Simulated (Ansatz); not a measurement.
Input and output for `[NH2][Y]([F])[F]`.

```yaml
crystal:
  periodic: [false, false, false]
  atoms:
    - {symbol: N, position_ang: [-0.194152, 1.140285, -0.153933]}
    - {symbol: Y, position_ang: [0.169347, -0.944376, 0.112041]}
    - {symbol: F, position_ang: [-1.103074, -2.239206, -0.742246]}
    - {symbol: F, position_ang: [1.765245, -1.491034, 1.198190]}
    - {symbol: H, position_ang: [0.358365, 1.906140, 0.213804]}
    - {symbol: H, position_ang: [-0.953632, 1.564191, -0.674055]}
basis:
  gaussian: {orbitals: ANO-RCC-VTZP, final_grid: {core_spheres: 8, valence_spheres: 7, degree: 23}}
hamiltonian: {xc: {name: PBE0-DH}, pseudopotentials: {relativity: none}}
scf: {lower_state_search: full}
output: {forces: true}
```

```sh
$ ansatz run in.yaml --threads 4 --pin off --events-out ev --progress --plain --max-ram 10444MiB
```

Output, abridged:

```
Functional definition: PBE0-DH
1248 factors; integrals over basis functions are off by at most 8.1e-4 eV
mean field evaluation 1: about -96549.7693 eV, gradient 7.9e1 eV
mean field evaluation 2: about -96549.8177 eV, gradient 7.9e1 eV
mean field evaluation 4: about -96560.3628 eV, gradient 7.6e0 eV
mean field evaluation 8: about -96560.4872 eV, gradient 1.3e0 eV
mean field evaluation 16: about -96560.4899 eV, gradient 3.0e-4 eV
mean field evaluation 64: about -96560.4899 eV, gradient 2.3e-5 eV
mean field -96560.48989409 eV, -3548.5325525570 hartree, gradient 5.6e-6 eV, S^2 0.000000; 3 other end points of the search recorded, 0 dependent functions left out
17 core orbitals not correlated: weight in the atoms' cores, before any rotation towards them, 1.000 or more for the frozen orbitals, at most 0.000 for the correlated occupied ones
reference -96560.48994037 eV, -3548.5325542578 hartree; 16, 16 occupied and 153, 153 virtual orbitals, 1248 factors
second order -34.61916232 eV of doubles, -0.00000000 eV of singles
WARN: the results are in doubt because the basis set is contracted for relativity, which is off
Total energy: -96564.81733566 eV, -3548.6915831016 hartree
Atom 0 at    -0.194152     1.140285    -0.153933 Å, force     0.299205    -1.715341     0.218574 eV/Å
Atom 1 at     0.169347    -0.944376     0.112041 Å, force    -0.185063     1.072164    -0.139078 eV/Å
Atom 2 at    -1.103074    -2.239206    -0.742246 Å, force     0.670888     0.689203     0.450757 eV/Å
Atom 3 at     1.765245    -1.491034     1.198190 Å, force    -0.843999     0.293996    -0.574024 eV/Å
Atom 4 at     0.358365     1.906140     0.213804 Å, force    -0.118332    -0.208609    -0.078197 eV/Å
Atom 5 at    -0.953632     1.564191    -0.674055 Å, force     0.177301    -0.131413     0.121969 eV/Å
Dipole moment:    -0.074252     0.418145    -0.051570 e Å
In doubt: the basis set is contracted for relativity, which is off
```

Hardware: 4 threads of an Arm Neoverse V1 on a shared host. Wall time 18 s, peak host memory 0.67 GiB.
